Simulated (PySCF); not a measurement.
1,1,2-trifluorobuta-1,3-diene, C4H3F3.
Geometry (PBE0-D3(BJ)/def2-SVP, Å), atoms numbered from 1 in this order:
```
atom  x, y, z in Å
C1     1.7587    0.6314    0.4023
C2     0.6612   -0.0993    0.6352
C3    -0.5832    0.0901   -0.0750
F4    -0.6248    1.0405   -1.0104
C5    -1.7007   -0.6208    0.1362
F6    -2.8187   -0.4447   -0.5122
F7    -1.7841   -1.5772    1.0276
H8     2.6777    0.4519    0.9626
H9     1.7622    1.4224   -0.3511
H10    0.6606   -0.8902    1.3898
```

The closed-shell ground state was solved at several levels (PySCF, density fitting, gas phase, non-relativistic).

```csv
level,basis functions,total energy (Eh),HOMO (eV),LUMO (eV),gap (eV),dipole (D)
PBE/pcSseg-2,294,-453.4170,-5.72,-1.97,3.75,1.13
B3LYP/pcJ-1,219,-453.7024,-6.63,-1.25,5.38,1.37
PBE0/pcSseg-1,134,-453.1874,-6.83,-1.04,5.79,1.36
```

What might CAM-B3LYP/def2-SVPD (173 basis functions) give for the same quantities?

Total energy -453.2293 Eh, HOMO -8.23 eV, LUMO -0.08 eV, gap 8.15 eV, dipole 1.56 D.

Over all these levels, which gives the widest orbital gap and which the narrowest?

CAM-B3LYP/def2-SVPD (range-separated hybrid) has the widest, 8.15 eV, and PBE/pcSseg-2 (GGA) the narrowest, 3.75 eV. Functional and basis both differ between the two, so the spread mixes both effects.

How far do the dipole and the HOMO energy spread over the levels?

The dipole runs from 1.13 to 1.56 D (mean 1.35 D) and the HOMO from -8.23 to -5.72 eV.

One conformer stands for the species.
